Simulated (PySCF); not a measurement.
SMILES BCCc1ccco1 (GFN2-xTB optimised geometry):

```
17

B     -2.493    -2.484     1.651
C     -1.430    -1.348     1.465
C     -0.888    -1.131     0.042
C      0.103    -0.019     0.000
C      1.467    -0.019     0.000
C      1.867     1.340     0.000
C      0.718     2.065     0.003
O     -0.354     1.253     0.005
H     -2.914    -2.691     2.722
H     -2.869    -3.121     0.746
H     -0.584    -1.526     2.138
H     -1.861    -0.404     1.817
H     -1.719    -0.894    -0.625
H     -0.407    -2.043    -0.313
H      2.107    -0.878    -0.005
H      2.869     1.718    -0.003
H      0.533     3.121     0.004
```

Level of theory: B3LYP/def2-SVP (PySCF).

Question: What are the frontier orbital energies and the dipole moment?

Answer: HOMO-2 -8.84 eV, HOMO-1 -7.62 eV, HOMO -5.98 eV, LUMO -1.56 eV, LUMO+1 0.41 eV; dipole moment 0.52 D.

Meta-Löwdin charges at B3LYP/def2-SVP: B1 0.07, C2 -0.27, C3 -0.17, C4 0.17, C5 -0.19, C6 -0.16, C7 0.04, O8 -0.25, H9 0.00, H10 -0.01, H11 0.11, H12 0.12, H13 0.10, H14 0.10, H15 0.11, H16 0.11, H17 0.12.
